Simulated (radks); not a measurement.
Values are calculated unless marked as measured or tabulated.
Trend from Lu+ to Hg+: ionisation energy by Delta-SCF between NIST ground configurations, and size. Code: a radial shooting solver on a logarithmic mesh with Libxc functionals. Model: scalar-relativistic Kohn-Sham, PBE, spin-polarised, spherical densities, point nucleus; open shells are filled with parallel spins first (spin-orbit coupling, left out, can overturn this in heavy ions).

| species | configuration | IE (eV) | NIST (eV) | kind | -e(HOMO) (eV) |
|---|---|---|---|---|---|
| Lu+ | [Xe] 4f14 6s2 | 14.047 | 14.13 | semi-emp. | 11.051 (6s) |
| Hf+ | [Xe] 4f14 5d1 6s2 | 15.078 | 14.61 | theory | 10.974 (5d) |
| Ta+ | [Xe] 4f14 5d3 6s1 | 15.691 | 16.2 | semi-emp. | 11.339 (5d) |
| W+ | [Xe] 4f14 5d4 6s1 | 16.490 | 16.4 | semi-emp. | 12.748 (5d) |
| Re+ | [Xe] 4f14 5d5 6s1 | 17.207 | 16.6 | semi-emp. | 13.576 (6s) |
| Os+ | [Xe] 4f14 5d6 6s1 | 17.718 | 17 | semi-emp. | 12.216 (5d) |
| Ir+ | [Xe] 4f14 5d7 6s1 | 18.145 | 17.0 | semi-emp. | 13.912 (5d) |
| Pt+ | [Xe] 4f14 5d9 | 19.442 | 18.6 | exp. | 13.980 (5d) |
| Au+ | [Xe] 4f14 5d10 | 21.040 | 20.20 | exp. | 15.328 (5d) |
| Hg+ | [Xe] 4f14 5d10 6s1 | 19.182 | 18.757 | exp. | 15.095 (6s) |

Reference values: NIST Atomic Spectra Database (exp. = measured, semi-emp. = semi-empirical, theory = theoretical value adopted there). Open shells are spherical and high-spin; term and fine-structure splittings are not resolved. Spin-orbit splitting is averaged out at the scalar-relativistic level.
